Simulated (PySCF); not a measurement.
**Electric properties by functional and basis**

C3H10SSi.
SMILES with atom numbers: `[SiH3:1][CH2:2][CH2:3][CH2:4][SH:5]` (hydrogens: H6, H7, H8 on Si1; H9, H10 on C2; H11, H12 on C3; H13, H14 on C4; H15 on S5)

PySCF, dipoles from the SCF density, polarisabilities from static response with core orbitals frozen. Geometry: PBE0-D3(BJ)/def2-SVP, one conformer, isolated molecule.

Problem. Compare the levels for these properties.

Solution. 

```json
{"level": "LDA/def2-SVPD", "μ (D)": "1.388", "α (Å³)": "14.08", "anisotropy (Å³)": "5.69"}
{"level": "PBE/def2-SVPD", "μ (D)": "1.364", "α (Å³)": "13.81", "anisotropy (Å³)": "5.61"}
{"level": "B3LYP/def2-SVPD", "μ (D)": "1.374", "α (Å³)": "13.37", "anisotropy (Å³)": "5.10"}
{"level": "PBE0/def2-SVPD", "μ (D)": "1.410", "α (Å³)": "13.27", "anisotropy (Å³)": "5.09"}
{"level": "BHandHLYP/def2-SVPD", "μ (D)": "1.422", "α (Å³)": "12.87", "anisotropy (Å³)": "4.66"}
{"level": "CAM-B3LYP/def2-SVPD", "μ (D)": "1.402", "α (Å³)": "13.12", "anisotropy (Å³)": "4.75"}
{"level": "wB97X-D/def2-SVPD", "μ (D)": "1.439", "α (Å³)": "13.09", "anisotropy (Å³)": "4.74"}
{"level": "LC-wPBE/def2-SVPD", "μ (D)": "1.447", "α (Å³)": "12.75", "anisotropy (Å³)": "4.48"}
{"level": "HF/def2-SVPD", "μ (D)": "1.513", "α (Å³)": "12.38", "anisotropy (Å³)": "4.18"}
{"level": "PBE0/6-31G*", "μ (D)": "1.515", "α (Å³)": "10.57", "anisotropy (Å³)": "4.39"}
{"level": "PBE0/6-31+G*", "μ (D)": "1.496", "α (Å³)": "12.00", "anisotropy (Å³)": "4.48"}
{"level": "PBE0/def2-SVP", "μ (D)": "1.294", "α (Å³)": "11.04", "anisotropy (Å³)": "4.26"}
{"level": "PBE0/aug-cc-pVDZ", "μ (D)": "1.391", "α (Å³)": "13.49", "anisotropy (Å³)": "5.28"}
{"level": "PBE0/def2-TZVP", "μ (D)": "1.324", "α (Å³)": "12.50", "anisotropy (Å³)": "5.17"}
{"level": "PBE0/def2-TZVPD", "μ (D)": "1.352", "α (Å³)": "13.48", "anisotropy (Å³)": "5.26"}
```

The anisotropy is √(½[(α1 − α2)² + (α2 − α3)² + (α3 − α1)²]). The dipole runs from 1.29 D (PBE0/def2-SVP) to 1.51 D (PBE0/6-31G*). No reference polarisability is at hand; against PBE0 in the largest diffuse basis at hand (def2-TZVPD) the other PBE0 rows deviate by 6-31G* -22%, 6-31+G* -11%, def2-SVP -18%, def2-SVPD -2%, aug-cc-pVDZ 0%, def2-TZVP -7%. In one basis (def2-SVPD) the functionals order the polarisability from HF (lowest) to LDA (highest), a spread of 14%. With PBE0 the polarisability is 11.37 Å³ without diffuse functions (mean of 6-31G*, def2-SVP and def2-TZVP) and 13.06 Å³ with them (mean of 6-31+G*, def2-SVPD, aug-cc-pVDZ and def2-TZVPD).

Without π bonds the low states are Rydberg-like; a valence basis with one diffuse set may place them up to an eV too high.
